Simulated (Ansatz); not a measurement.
Ideal-gas functions of CH4AlGaO, SMILES `[OH][Al]1[CH2][GaH]1` at 600 K and 1 bar, from an Ansatz frequency run at PBE0-D4/def2-TZVP.

Molar mass 128.75 g/mol, point group C1 (symmetry number 1), electronic degeneracy 1, moments of inertia 42.254, 290.01, 328.393 u Å². Harmonic wavenumbers (cm⁻¹, unscaled): 80, 146, 262, 306, 330, 398, 441, 508, 587, 635, 705, 834, 903, 1315, 1919, 2872, 3135, 3955.

Use S(trans) = R[1.5 ln M + 2.5 ln T − 1.1517]; rotational temperatures θ = 24.2544 K / I; S(rot) = R[ln(√π/σ · √(T³/θAθBθC)) + 1.5]; for each mode x = 1.438777 ν̃/T, S = R[x/(eˣ − 1) − ln(1 − e⁻ˣ)] and H = RT x/(eˣ − 1); 1 cm⁻¹ = 0.0119627 kJ/mol; R = 8.31446 J/(mol·K).

Question: By hand: the entropy, in J/(mol·K).

Answer: Translation 184.0. Rotation: θ = 0.574, 0.0836, 0.0739 K, giving 120.5. Vibration, mode by mode: 22.06, 17.08, 12.31, 11.07, 10.47, 9.01, 8.23, 7.17, 6.13, 5.58, 4.87, 3.81, 3.35, 1.53, 0.47, 0.07, 0.04, 0.01, in all 123.3. Electronic 0.0. Sum 427.8 J/(mol·K).

Question: By hand: H − E and G − E in kJ/mol, counted from the electronic energy.

Answer: Zero-point energy ½ × 19331 × 0.0119627 = 115.6; thermal vibration 37.5; translation, rotation and pV give 4 RT = 20.0. H − E = 173.1 kJ/mol, and G − E = 173.1 − 600 × 427.8/1000 = -83.6 kJ/mol.

Vibration gives 29 % of the entropy, 39.1 J/(mol·K) of it from the modes under 150 cm⁻¹: soft modes count most, and the harmonic formula is weakest for them. The sum counts one conformer and one mirror image; others add a mixing term.
